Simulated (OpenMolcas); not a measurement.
## Ce3+: ligand-field states by method

Ce3+ with 6 ligands (oxide) in trigonal antiprismatic coordination (D3d) at 2.3 Å, a polar angle of 55.8° against the regular 54.74°. A charge of +1.5 e stands 2.8 Å behind each ligand. Ligand basis ANO-RCC-VDZP.
```
Ce    0.0000    0.0000    0.0000
O     0.0000    1.9030    1.2918
O    -1.6480   -0.9515    1.2918
O     1.6480   -0.9515    1.2918
O     0.0000   -1.9030   -1.2918
O     1.6480    0.9515   -1.2918
O    -1.6480    0.9515   -1.2918
```

```
Program             : OpenMolcas 26.06
Basis               : ANO-RCC-VDZP [7s6p4d2f1g]
Scalar Hamiltonian  : DKH2, point nucleus
Active space        : 1 electron in 7 orbitals (4f)
State averaging     : 2S+1 = 2 odd, 7 roots
Spin-orbit coupling : RASSI with atomic mean-field integrals over the reference wave functions
```

I. CASSCF
II. SS-CASPT2, IPEA 0.25 Eh, imaginary shift 0.1 Eh (closed shells correlated: 5s 5p and the ligand valence shells)

Spin-free states (labels of D3, the rotations of D3d) in cm-1, each column counted from its own energy of the first state listed:

| State | Degeneracy | I | II |
| --- | --- | --- | --- |
| 2A2 | 1 | 0 | 0 |
| 2E | 2 | 825 | 800 |
| 2A1 | 1 | 964 | 1160 |
| 2E | 2 | 1691 | 1480 |
| 2A2 | 1 | 1823 | 1780 |

From I to II, I's first state of the same spin (2E) moves from 825 to 800 cm-1, by about -26 cm-1.

With spin-orbit coupling the lowest J multiplet is 973 (I), 982 (II) cm-1 wide, a factor of 1.01 from I to II.

χT at 300 K: I 0.41, II 0.43 cm3 K/mol.

Roots that are degenerate in the reference are averaged as groups; the widest CASPT2 spread within a group is 32 cm-1 (the 2-fold group of multiplicity 2 near 799 cm-1 above the lowest state of its run, II). Shifts and gaps below about the spread of the groups concerned are not significant. Over all roots computed the reference weight is 0.63 in II; a low but even weight reflects the number of correlated electrons. The oxide ions are held by bare point charges, a crude embedding. Splittings of an f shell from a small cluster at a set distance can be off by tens of per cent, mostly too small (holds for II). The distance lies 4 % under the 2.39 Å that this model takes as the normal distance (a Shannon-type radius plus a fixed donor radius); by an R⁻⁵ law this alone changes a d-shell field by about +21 %. No measured value stands beside these numbers; the geometry is a model, was not optimised and need not be the one that this ion takes.
